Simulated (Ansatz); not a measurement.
Spectroscopic constants of BeCl, multiplicity 2 (the spin of the measured ground state).

D_e counts from the fitted minimum to each atom's lowest state at the same level, without counterpoise.

Correlated levels freeze the inner cores; with def2 sets outer-core shells near the valence are correlated too.

Programs: Ansatz (Gaussian orbitals). Values without a source in brackets are computed.

PBE/def2-TZVPP gives 4.272 eV for the bond energy D_e.

Question: Where do these levels fall relative to PBE: r2SCAN/def2-TZVPP, B3LYP/def2-TZVPP, wB97M-V/def2-TZVPP, B2PLYP/def2-TZVPP, CCSD(T)/def2-QZVPP.

Answer: r2SCAN/def2-TZVPP 0.144; B3LYP/def2-TZVPP -0.234; wB97M-V/def2-TZVPP -0.334; B2PLYP/def2-TZVPP -0.251; CCSD(T)/def2-QZVPP -0.371 eV. 1 of 5 lie above PBE; the widest gap is to CCSD(T)/def2-QZVPP.

Ansatz is a program for electronic structure.
